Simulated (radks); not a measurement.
Valence configurations of neutral gadolinium (all share [Xe]). All-electron calculation, non-relativistic Kohn-Sham, r2SCAN, spin-polarised, spherical densities, point nucleus; open shells are filled with parallel spins first (spin-orbit coupling, left out, can overturn this in heavy ions); meta-GGA in the generalised Kohn-Sham scheme; relativity is left out, which matters for an element this heavy. Program: a radial shooting solver on a logarithmic mesh with Libxc functionals. Energies are relative to 4f7 5d1 6s2; eigenvalues in eV for spin up.

valence              E (eV)  moment (Bohr magnetons)    e(4f)   e(5d)   e(6p)   e(6s)
4f7.5 5d1 6s1.5      -1.464                        8  -10.950  -2.548       -  -3.807
4f7 5d2 6s1          -0.618                       10  -13.181  -2.537       -  -3.707
4f7 5d1.5 6s1.5      -0.213                        9  -14.472  -3.226       -  -3.991
4f7 5d1 6s2           0.000                        8  -15.732  -3.848       -  -4.141
4f7 5d1 6s1.5 6p0.5   0.812                        9  -16.184  -4.278  -1.998  -4.674
4f7 5d1 6p2           3.818                       10  -17.500  -5.336  -2.714       -
4f6 5d2 6s2          14.713                        8  -22.914  -5.294       -  -4.434
4f5 5d4 6s1          32.265                       10  -27.266  -4.707       -  -3.983
4f5 5d3 6s2          35.391                        8  -30.512  -6.702       -  -4.655

NIST lists [Xe] 4f7 5d1 6s2 as the ground configuration; this level of theory puts 4f7.5 5d1 6s1.5 lower, by 1.464 eV. The energies are those of spherical high-spin densities, not of single terms. No valid solution was reached for [Xe] 4f9 5d1. Relativity is left out, which favours d and f over s occupation in heavy atoms.
